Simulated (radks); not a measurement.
Values are calculated unless marked as measured or tabulated.
Task: These are the eigenvalues of the occupied orbitals of an atom or ion with whole-number occupations (eV). Code: a radial shooting solver on a logarithmic mesh with Libxc functionals. Model: non-relativistic Kohn-Sham, LB94 model potential, spin-polarised, spherical densities, point nucleus.

| orbital | eigenvalue |
|---|---|
| 1s down | -73304.12 |
| 1s up | -73288.12 |
| 2s up | -17446.39 |
| 2s down | -17371.87 |
| 2p up | -17220.95 |

Which element is it, and in what charge state? The configuration may be excited. Open shells, if any, are filled with parallel spins first.

Result: Z = 75, rhenium, charge +69: Re69+ in [He] 2s2 2p2. The list shows which subshells hold electrons but not how many an open one holds; the 1s level, -2693.9 hartree, gives Z - s = 73.4 by -(Z - s)^2/2, which with screening narrows Z to a few neighbours, and the depths of the outer levels then fix element, charge and occupations together.
